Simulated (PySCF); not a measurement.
## Correlation energy of Te (tellurium, neutral)

[Kr] 4d10 5s2 5p3 6s1, high-spin 5S determinant (an excited configuration). Calculation: PySCF 2.14, in aug-cc-pVQZ-PP with ECP28MDF; scalar relativity through the core potential. Frozen: 4s2 4p6 4d10; 6 electrons correlated.

```tsv
level	correlation energy (mhartree)
CCSD	-92.10
(T)	-3.90
CCSD(T)	-96.00
```

Diagnostics: T1 = 0.014, D1 = 0.0468, largest double amplitude 0.037.

The outer electron is Rydberg-like, and this basis confines it to a smaller radius and binds it less than a complete one would.

Cost of the coupled-cluster step: roughly 17 core-seconds, for 6 correlated electrons.
